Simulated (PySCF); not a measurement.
Si(H)(OH)2(tBu), SMILES CC(C)(C)[SiH](O)O (GFN2-xTB optimised geometry):

```
19

Si     0.270     0.313     0.000
O      1.906     0.313     0.000
O     -0.161     1.875     0.000
C     -0.486    -0.492    -1.560
C     -0.024     0.240    -2.823
C     -0.059    -1.960    -1.659
C     -2.012    -0.432    -1.491
H     -0.202    -0.351     1.217
H      2.380    -0.506    -0.098
H      0.415     2.511     0.415
H      1.061     0.216    -2.913
H     -0.450    -0.226    -3.712
H     -0.341     1.279    -2.794
H     -0.357    -2.511    -0.769
H     -0.523    -2.434    -2.523
H      1.021    -2.046    -1.769
H     -2.345     0.599    -1.407
H     -2.380    -0.979    -0.626
H     -2.455    -0.868    -2.386
```

Method: PBE0/def2-SVP run with PySCF.

Q: What are the frontier orbital energies and the dipole moment?

A: HOMO-2 -9.11 eV, HOMO-1 -9.01 eV, HOMO -7.40 eV, LUMO 1.26 eV, LUMO+1 1.70 eV; dipole moment 1.36 D.

Meta-Löwdin charges at PBE0/def2-SVP: Si1 1.16, O2 -0.72, O3 -0.72, C4 -0.17, C5 -0.30, C6 -0.30, C7 -0.30, H8 -0.17, H9 0.33, H10 0.34, H11 0.09, H12 0.09, H13 0.10, H14 0.09, H15 0.10, H16 0.08, H17 0.10, H18 0.09, H19 0.09.
